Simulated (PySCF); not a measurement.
# One molecule, several mistakes: BCClH6Si

These are calculations, not measurements. The program is PySCF 2.14.0, an open-source quantum chemistry code, run on an isolated molecule that a program drew, which may never have been made. The molecule is BCClH6Si (charge 0, singlet), drawn as the SMILES string `[SiH3]CBCl`.

Each row is a Hartree-Fock (HF) and frozen-core CCSD(T) single point in the cc-pV(D+d)Z basis, meant for a local HF minimum. Run 1 is clean. Each other run has one planted mistake out of seven kinds, and not every kind appears here: one electron removed, one electron added, multiplicity raised by two, geometry at a saddle point, minimal basis STO-3G, one bond length entered in bohr, all coordinates scaled. The reference is restricted for singlets and unrestricted otherwise, and also for a bond in bohr. Adding or removing an electron swaps singlet and doublet. Electrons count all cores. HOMO and LUMO are orbital energies over both spins, the gradient is its largest component, and the lowest frequency (negative if imaginary) is given only where the gradient is small. Bond lengths are over the 9 bonds as drawn. T1 is the CCSD diagnostic: over 0.02 (restricted) or 0.045 (unrestricted) a single reference is doubtful.

Geometry of the clean run:
```xyz
10
BCClH6Si, angstrom
Si    0.5972    0.6809   -2.5679
C     1.4992   -0.7038   -1.6306
B     1.3123   -0.6166   -0.0898
Cl    2.5004    0.2173    0.9309
H     0.7753    0.4700   -4.0222
H     1.1468    2.0047   -2.1992
H    -0.8508    0.6593   -2.2546
H     1.0718   -1.6377   -2.0125
H     2.5503   -0.6447   -1.9273
H     0.3604   -1.0632    0.4770
```

| run | electrons | basis functions | <S^2> | HOMO (eV) | LUMO (eV) | gradient (hartree/bohr) | lowest frequency (cm^-1) | mean bond (Å) | longest bond (Å) | T1 | HF (hartree) | CCSD(T) (hartree) | mistake |
|---|---|---|---|---|---|---|---|---|---|---|---|---|---|
| 1 | 48 | 104 | 0.000 | -11.63 | 2.39 | 2.4e-05 | 59 | 1.4505 | 1.900 | 0.0118 | -814.53797 | -815.08086 | no fault |
| 2 | 48 | 104 | 0.000 | -11.63 | 2.28 | 1.1e-02 | - | 1.4723 | 1.928 | 0.0120 | -814.53605 | -815.08019 | all coordinates scaled |
| 3 | 49 | 104 | 0.763 | 0.40 | 8.43 | 3.3e-02 | - | 1.4505 | 1.900 | 0.0122 | -814.48495 | -815.04442 | one electron added |
| 4 | 48 | 34 | 0.000 | -9.96 | 6.13 | 3.1e-02 | - | 1.4505 | 1.900 | 0.0096 | -805.51226 | -805.69677 | minimal basis STO-3G |
| 5 | 48 | 104 | 2.017 | -5.79 | -3.01 | 3.1e-02 | - | 1.4505 | 1.900 | 0.0497 | -814.32653 | -814.87942 | ? |
| 6 | 48 | 104 | 0.714 | -11.22 | 1.27 | 2.0e-02 | - | 1.5589 | 2.071 | 0.0518 | -814.41361 | -814.95291 | ? |

**Which mistake was planted in run 5, and what did it cost?**

Electrons, basis and geometry are unchanged, and <S^2> is 2.017, beside S(S+1) = 2.00 for a multiplicity of 3. So the mistake is: multiplicity raised by two. Subtracting run 1 and multiplying by 627.51 kcal/mol a hartree, the energy moved by 132.7 kcal/mol in HF and 126.4 kcal/mol in CCSD(T).

**Which mistake was planted in run 6, and what did it cost?**

The mean bond changes by a factor of 1.075 and the longest by 1.090, so the molecule wasn't scaled as a whole. A length L in bohr read as angstrom grows by (1/0.5292 - 1) L = 0.890 L. The 9 bonds together grew by 9 x 0.1084 = 0.976 Å, which gives L = 1.097 Å. That is the length of one of the C-H bonds, 1.096 Å in the clean geometry. So the mistake is: one bond length entered in bohr. Subtracting run 1 and multiplying by 627.51 kcal/mol a hartree, the energy moved by 78.0 kcal/mol in HF and 80.3 kcal/mol in CCSD(T).

Cautions from the logs. Run 3: the HOMO is above zero, so the electron isn't bound and the energy depends on the basis; run 5: T1 is over the limit, so its CCSD(T) energy is less reliable; run 6: T1 is over the limit, so its CCSD(T) energy is less reliable.
